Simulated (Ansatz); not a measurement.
Coupled-cluster run, CH$_{4}$N$_{2}$SSi (`N=C1N[SiH2]S1`).

```yaml
crystal:
  periodic: [false, false, false]
  atoms:
    - {symbol: N, position_ang: [-0.810073, 1.685917, 1.127272]}
    - {symbol: C, position_ang: [-0.479532, 0.656136, 0.492147]}
    - {symbol: N, position_ang: [0.764710, 0.381982, -0.034545]}
    - {symbol: Si, position_ang: [0.488841, -1.168885, -0.752692]}
    - {symbol: S, position_ang: [-1.462929, -0.817358, 0.033837]}
    - {symbol: H, position_ang: [-1.778938, 1.678307, 1.423026]}
    - {symbol: H, position_ang: [1.507732, 1.051933, 0.081620]}
    - {symbol: H, position_ang: [1.249991, -2.293660, -0.158536]}
    - {symbol: H, position_ang: [0.608701, -1.220672, -2.229330]}
basis:
  gaussian: {orbitals: def2-TZVPP}
correlation: {method: ccsd_t}
```

```sh
$ ansatz run in.yaml --threads 4 --pin off --events-out ev --progress --plain --max-ram 10444MiB
```

Output of Ansatz, abridged:

```
Functional definition: HF
1385 factors; integrals over basis functions are off by at most 9.1e-4 eV
mean field evaluation 1: about -22735.2464 eV, gradient 4.2e1 eV
mean field evaluation 2: about -22735.6046 eV, gradient 4.2e1 eV
mean field evaluation 4: about -22739.7525 eV, gradient 4.5e0 eV
mean field evaluation 8: about -22739.8548 eV, gradient 5.6e-1 eV
mean field evaluation 16: about -22739.8583 eV, gradient 2.3e-6 eV
mean field -22739.85830965 eV, -835.6743792500 hartree, gradient 2.4e-6 eV, S^2 0.000000; 0 other end points of the search recorded, 0 dependent functions left out
13 core orbitals not correlated: weight in the atoms' cores, before any rotation towards them, 1.000 or more for the frozen orbitals, at most 0.000 for the correlated occupied ones
reference -22739.85830965 eV, -835.6743792500 hartree; 14, 14 occupied and 206, 206 virtual orbitals, 1385 factors
second order -23.11255446 eV of doubles, -0.00000000 eV of singles
cycle   1  -23.22499614 eV  change   -1.1e-1 eV  update   1.2e-1
cycle   2  -23.86073498 eV  change   -6.4e-1 eV  update   3.7e-2
cycle   3  -24.01161575 eV  change   -1.5e-1 eV  update   2.0e-2
cycle   4  -23.99813777 eV  change    1.3e-2 eV  update   5.1e-3
cycle   5  -23.99517360 eV  change    3.0e-3 eV  update   2.8e-3
cycle   6  -23.99610643 eV  change   -9.3e-4 eV  update   9.3e-4
cycle   7  -23.99574657 eV  change    3.6e-4 eV  update   4.0e-4
cycle   8  -23.99559074 eV  change    1.6e-4 eV  update   1.6e-4
cycle   9  -23.99562597 eV  change   -3.5e-5 eV  update   6.0e-5
cycle  10  -23.99563652 eV  change   -1.1e-5 eV  update   2.2e-5
perturbative correction -1.18685064 eV, -0.0436159565 hartree
Total energy: -22765.04079680 eV, -836.5998185837 hartree
```

It took 85 s on 4 threads of an Arm Neoverse V1 on a shared host, with 4 GiB of host memory at the peak.

MP2 recovers 91.8 % of the CCSD(T) correlation energy and the triples give 4.7 %; T1 = 0.0145.
